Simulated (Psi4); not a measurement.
Cl4Ti, charge -1, doublet, geometry from GFN2-xTB (such geometries of metal compounds can be far from the true shape) (the multiplicity is a formal guess) (a gas-phase anion, which may not be bound at this level); B3LYP/6-31G run with Psi4.

Input for Psi4:
```
memory 2 GB

molecule {
-1 2
  Ti    0.00000000   -0.00000000    0.00000000
  Cl    1.75894526   -0.55559393   -1.20355078
  Cl    0.63921582    0.49710403    2.04826713
  Cl   -0.98686628    1.74834876   -0.90580300
  Cl   -1.41129480   -1.68985885    0.06108664
symmetry c1
}

set basis 6-31g
set reference uks

energy('b3lyp')
print_variables()
```

Output, abridged:

```
   => Loading Basis Set <=

    Name: 6-31G
    Role: ORBITAL
    Keyword: BASIS

         ---------------------------------------------------------
                                   SCF
               by Justin Turney, Rob Parrish, Andy Simmonett
                          and Daniel G. A. Smith
                              UKS Reference
         ---------------------------------------------------------

  ==> Geometry <==

    Molecular point group: c1
    Full point group: Td

    Geometry (in Angstrom), charge = -1, multiplicity = 2:

       Center              X                  Y                   Z               Mass
    ------------   -----------------  -----------------  -----------------  -----------------
         TI          -0.000000000000    -0.000000001862     0.000000001862    47.947941980000
         CL           1.758945260000    -0.555593931862    -1.203550778138    34.968852682000
         CL           0.639215820000     0.497104028138     2.048267131862    34.968852682000
         CL          -0.986866280000     1.748348758138    -0.905802998138    34.968852682000
         CL          -1.411294800000    -1.689858851862     0.061086641862    34.968852682000

  Running in c1 symmetry.

  Rotational constants: A =      0.03727  B =      0.03727  C =      0.03727 [cm^-1]
  Rotational constants: A =   1117.18780  B =   1117.18780  C =   1117.18779 [MHz]
  Nuclear repulsion =  614.548836688329970

  Charge       = -1
  Multiplicity = 2
  Electrons    = 91
  Nalpha       = 46
  Nbeta        = 45

  ==> Algorithm <==

  SCF Algorithm Type is DF.
  DIIS enabled.
  MOM disabled.
  Fractional occupation disabled.
  Guess Type is SAD.
  Energy threshold   = 1.00e-06
  Density threshold  = 1.00e-06
  Integral threshold = 1.00e-12

  ==> Primary Basis <==

  Basis Set: 6-31G
    Blend: 6-31G
    Number of shells: 39
    Number of basis functions: 81
    Number of Cartesian functions: 81
    Spherical Harmonics?: false
    Max angular momentum: 2

  ==> DFT Potential <==

   => LibXC <=

    Version 7.1.2
    S. Lehtola, C. Steigemann, M. J. T. Oliveira, and M. A. L. Marques,  SoftwareX 7, 1–5 (2018) (10.1016/j.softx.2017.11.002)

   => Composite Functional: B3LYP <=

    B3LYP Hyb-GGA Exchange-Correlation Functional

    P. J. Stephens, F. J. Devlin, C. F. Chabalowski, and M. J. Frisch,  J. Phys. Chem. 98, 11623 (1994) (10.1021/j100096a001)

    Deriv               =              1
    GGA                 =           TRUE
[...]
      Ntotal   =   90.9999994967 ; deviation = -5.033e-07

   @Spin Contamination Metric:   2.564764885E-03
   @S^2 Expected:                7.500000000E-01
   @S^2 Observed:                7.525647649E-01
   @S   Expected:                5.000000000E-01
   @S   Observed:                5.000000000E-01

    Orbital Energies [Eh]
    ---------------------

    Alpha Occupied:

[...]
      46A     -0.034307

    Alpha Virtual:

[...]
    Beta Occupied:

[...]
    Beta Virtual:

[...]
    Final Occupation by Irrep:
              A
    DOCC [    45 ]
    SOCC [     1 ]
    NA   [    46 ]
    NB   [    45 ]

  @DF-UKS Final Energy: -2690.53370280573699

   => Energetics <=

    Nuclear Repulsion Energy =            614.5488366883299705
    One-Electron Energy =               -4949.0556207447616544
    Two-Electron Energy =                1769.2714965493757973
    DFT Exchange-Correlation Energy =    -125.2984152986814195
    Empirical Dispersion Energy =           0.0000000000000000
    VV10 Nonlocal Energy =                  0.0000000000000000
    Total Energy =                      -2690.5337028057369935

  UHF NO Occupations:
  HONO-2 :   44  A 1.9995986
  HONO-1 :   45  A 1.9995633
  HONO-0 :   46  A 1.0000000
  LUNO+0 :   47  A 0.0004367
  LUNO+1 :   48  A 0.0004014
  LUNO+2 :   49  A 0.0001650
  LUNO+3 :   50  A 0.0001646

Computation Completed

Properties will be evaluated at   0.000000,   0.000000,   0.000000 [a0]

Properties computed using the SCF density matrix

 Multipole Moments:

 ------------------------------------------------------------------------------------
     Multipole            Electronic (a.u.)      Nuclear  (a.u.)        Total (a.u.)
 ------------------------------------------------------------------------------------

 L = 1.  Multiply by 2.5417464519 to convert [e a0] to [Debye]
 Dipole X            :          0.0000155            0.0000000            0.0000155
 Dipole Y            :          0.0000020            0.0000000            0.0000020
 Dipole Z            :          0.0000129           -0.0000000            0.0000129
 Magnitude           :                                                    0.0000203

 ------------------------------------------------------------------------------------

  Variable Map:
  ----------------------------------------------------------------------------
[...]
  Array Variable Map:
  ----------------------------------------------------------------------------
[...]
[...]
```
